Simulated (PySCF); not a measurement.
Mapped SMILES: `[CH3:1][CH:2]([CH3:3])[O:4][BH:5][c:6]1[cH:7][cH:8][cH:9][s:10]1`; H(Xn) means a hydrogen on atom n.

Geometry: PBE0-D3(BJ)/def2-SVP; GIAO absolute shieldings from PySCF 2.14.0 with density-fitted response routines, gas phase, non-relativistic, averaged over equivalent atoms.

At B3LYP/pcSseg-1 (232 basis functions, 60 s wall time on 1 thread of an x86-64 server CPU, shared host):
| atoms | σ (ppm) |
| --- | --- |
| C7 | 26.5 |
| C6 | 32.8 |
| C9 | 34.6 |
| C8 | 46.2 |
| C2 | 106.9 |
| C1/C3 | 152.8 |
| O4 | 107.9 |
| B5 | 60.5 |
| S10 | 232.8 |
| H(C7) | 23.70 |
| H(C9) | 23.86 |
| H(C8) | 24.22 |
| H(B5) | 26.04 |
| H(C2) | 26.57 |
| H(C1)/H(C3) | 30.00 |

Predict the values at PBE0/pcSseg-1 on the same geometry.

Answers


```tsv
atoms	σ at PBE0/pcSseg-1	change
C7	31.9	+5.4
C6	40.4	+7.6
C9	40.6	+6.0
C8	51.6	+5.4
C2	113.8	+6.9
C1/C3	158.6	+5.8
O4	113.4	+5.5
B5	63.6	+3.1
S10	257.6	+24.8
H(C7)	23.46	-0.24
H(C9)	23.61	-0.25
H(C8)	23.98	-0.24
H(B5)	25.79	-0.25
H(C2)	26.43	-0.14
H(C1)/H(C3)	29.89	-0.11
```

The largest change is at S10 (aromatic ring sulfur). Cost: 232 basis functions, 57 s wall time on 1 thread of an x86-64 server CPU, shared host. The order of the carbon signals is the same at both levels.

A carbon bonded to boron is broadened by the quadrupolar boron nucleus and is often missing from a measured spectrum.
